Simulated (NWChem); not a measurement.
Molecule: C5H8; SMILES C(=C=CC)C

Program: NWChem. The level has its own optimisation. Brackets give each atom's bonded neighbours.

What does the run give for PBE0/def2-SVP? Quantities: r C–C [C(CCH)–C(CHHH)] (Å); r C–C [C(CC)–C(CCH)] (Å); r C–H [C(CCH)–H(C)] (Å); dipole (D).


| Item | Result |
|---|---|
| r C–C [C(CCH)–C(CHHH)] (Å) | 1.501 |
| r C–C [C(CC)–C(CCH)] (Å) | 1.312 |
| r C–H [C(CCH)–H(C)] (Å) | 1.099 |
| dipole (D) | 0.22 |
